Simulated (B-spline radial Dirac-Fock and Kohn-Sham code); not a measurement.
## Photoionisation of cerium ions at He II (40.81 eV)

The computed values come from a radial B-spline solver: Dirac-Hartree-Slater photoionisation with all multipoles and Dirac-Fock thresholds. Cross sections in kb; a dash marks an empty subshell or a threshold above the photon energy.

```tsv
ion	configuration	total	4f5/2	4f7/2	5p1/2	5p3/2	6s
Ce	[Xe] 4f1 5d1 6s2	5689	377	522	1760	2400	79.0
Ce⁺	[Xe] 4f1 5d2	5963	385	533	1510	2190	–
Ce²⁺	[Xe] 4f2	6490	960	1320	1750	2460	–
Ce³⁺	[Xe] 4f1	784.2	328	456	–	–	–
```
